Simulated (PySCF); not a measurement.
CH₁₀FNSi₃, SMILES [SiH3][C@H]([Si@H]([SiH3])F)N. The structure is a stationary point at PBE-D3(BJ)/def2-SVP. The structure was generated by enumeration; whether it is a known compound was not checked. One conformer was computed; it need not be the lowest.

Computed equilibrium geometry at PBE-D3(BJ)/def2-SVP (PySCF confirms it by a frequency run) as bond lengths and angles (one conformer of several):
Atoms: N1 C2 Si3 Si4 F5 Si6 H7 H8 H9 H10 H11 H12 H13 H14 H15 H16. Bond lengths (Å): N1–C2 1.485, N1–H7 1.027, N1–H8 1.026, C2–Si3 1.901, C2–Si4 1.898, C2–H9 1.112, Si3–H10 1.505, Si3–H11 1.507, Si3–H12 1.508, Si4–F5 1.653, Si4–Si6 2.350, Si4–H13 1.508, Si6–H14 1.507, Si6–H15 1.504, Si6–H16 1.508. Bond angles (°): C2–N1–H7 111.7, C2–N1–H8 113.0, H7–N1–H8 107.6, N1–C2–Si3 115.9, N1–C2–Si4 96.5, N1–C2–H9 108.8, Si3–C2–Si4 119.6, Si3–C2–H9 108.7, Si4–C2–H9 106.4, C2–Si3–H10 111.8, C2–Si3–H11 108.0, C2–Si3–H12 110.3, H10–Si3–H11 109.3, H10–Si3–H12 109.4, H11–Si3–H12 107.9, C2–Si4–F5 113.0, C2–Si4–Si6 104.9, C2–Si4–H13 107.4, F5–Si4–Si6 113.0, F5–Si4–H13 106.5, Si6–Si4–H13 112.1, Si4–Si6–H14 108.7, Si4–Si6–H15 111.8, Si4–Si6–H16 111.4, H14–Si6–H15 109.2, H14–Si6–H16 107.9, H15–Si6–H16 107.8.
